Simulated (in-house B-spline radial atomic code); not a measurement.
Values are calculated unless marked as measured or tabulated.
Weak and strong correlation along the adiabatic connection

Two-electron singlets in several external potentials (atomic units), by full CI in B-splines with partial waves to l = 8 (correlation energies up to 0.6 % small). The repulsion is scaled by λ at fixed density; W(λ) is the mean repulsion less the Hartree energy, W(0) = E_x, and the area under W from 0 to 1 is E_xc.

Relative drop (W(λ) − E_x)/E_x:

```
                            system  λ = 0.12  λ = 0.25  λ = 0.4  λ = 0.6  λ = 0.8   λ = 1
−V exp(−r²/w²), V = 1.62, w = 7.27    0.0338    0.0646   0.0940   0.1257   0.1509  0.1714
 ω²r²/2 − Z/r, ω = 0.0287, Z = 0.5    0.0641    0.1152   0.1581   0.1982   0.2266  0.2477
                      −Z/r, Z = 13    0.0014    0.0029   0.0047   0.0069   0.0092  0.0115
    −Z/r, Z = 0.75, wall at 2 bohr    0.0125    0.0252   0.0389   0.0556   0.0708  0.0846
 ω²r²/2 − Z/r, ω = 0.0485, Z = 0.7    0.0406    0.0767   0.1106   0.1462   0.1740  0.1961
       −Z/r, Z = 3, wall at 4 bohr    0.0068    0.0139   0.0217   0.0318   0.0413  0.0503
−V exp(−r²/w²), V = 7.69, w = 6.38    0.0205    0.0405   0.0611   0.0850   0.1057  0.1236
```

Order the systems by how far second-order (GL2) theory, half the initial slope (estimated from the first points of each curve), overshoots the correlation energy, least first.
A. −V exp(−r²/w²), V = 1.62, w = 7.27
B. −Z/r, Z = 3, wall at 4 bohr
C. ω²r²/2 − Z/r, ω = 0.0485, Z = 0.7
D. −Z/r, Z = 13
E. −Z/r, Z = 0.75, wall at 2 bohr
F. −V exp(−r²/w²), V = 7.69, w = 6.38
G. ω²r²/2 − Z/r, ω = 0.0287, Z = 0.5

D (GL2/E_c = 1.02), B (GL2/E_c = 1.09), E (GL2/E_c = 1.18), F (GL2/E_c = 1.29), A (GL2/E_c = 1.49), C (GL2/E_c = 1.56), G (GL2/E_c = 1.91).

What else changes along this order?

The ratio follows the bend of the curve. With it the leading natural occupation goes from 2.000 to 1.777 and −T_c/E_c from 0.98 to 0.52 between the first and the last.
